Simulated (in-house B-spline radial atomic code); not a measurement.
A fraction x of an electron is removed from 3p in Ca3+, starting from [Ne] 3s2 3p5 and keeping the highest spin. Level of theory: scalar-relativistic (X2C) LDA PW92, spin-polarised, spherical fractional occupations, Fermi nucleus of rms radius 3.4776 fm; calculated with a B-spline radial code for spherical atoms.

| x | E(x) - E(0) (eV) | 3p down level (eV) |
| --- | --- | --- |
| 0 | 0.0000 | -59.040 |
| 0.21 | 12.7613 | -62.502 |
| 0.26 | 15.9072 | -63.332 |
| 0.39 | 24.2809 | -65.497 |
| 0.5 | 31.5869 | -67.340 |
| 0.66 | 42.5767 | -70.035 |
| 0.78 | 51.1028 | -72.068 |
| 0.9 | 59.8734 | -74.110 |
| 1 | 67.3698 | -75.818 |

The exact functional would give a straight line between the two integer points. Deviations E(x) - E(0) - x[E(1) - E(0)], in eV: -1.386 at x = 0.21, -1.609 at x = 0.26, -1.993 at x = 0.39, -2.098 at x = 0.5, -1.887 at x = 0.66, -1.446 at x = 0.78, -0.759 at x = 0.9.

The curve lies below the straight line by up to 2.098 eV (at x = 0.5): convex, the delocalisation error that favours fractional charges.

(1) How well does Slater's transition state (minus the level at half occupation) give the ionisation energy?

## Answers

(1) It gives 67.340 eV against 67.370 eV from the two total energies; NIST lists 67.27 eV, ground level to ground level.
